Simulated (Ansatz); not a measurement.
`CC(C)OB(N)N`. The species carries charge 0 and has multiplicity 1.

```
atom   x (Å)   y (Å)   z (Å)
  C1  -2.290  -0.092   0.001
  C2  -0.833  -0.108  -0.411
  C3  -0.542   0.894  -1.513
  O4  -0.061   0.182   0.735
  B5   1.251  -0.219   0.879
  N6   1.930  -0.995  -0.100
  N7   1.894   0.190   2.074
  H8  -2.560   0.898   0.377
  H9  -2.471  -0.821   0.793
 H10  -2.936  -0.329  -0.848
 H11  -0.593  -1.120  -0.770
 H12  -1.125   0.668  -2.410
 H13   0.517   0.887  -1.779
 H14  -0.802   1.901  -1.177
 H15   1.502  -1.321  -0.945
 H16   2.866  -1.330   0.028
 H17   1.409   0.740   2.758
 H18   2.844  -0.022   2.308
```

(1) Give the diagnostics of a CCSD(T)/def2-TZVPP run (frozen core, Ansatz 0.2.0). (Estimate.)

## Answers

(1) The calculation gave: T1 = 0.0104, largest single amplitude 0.017, largest double 0.009, (T) share of the correlation energy 3.7 %, 9 CCSD cycles. The RHF solution is stable towards an unrestricted one. T1 lies under the customary mark of 0.02 for closed shells.
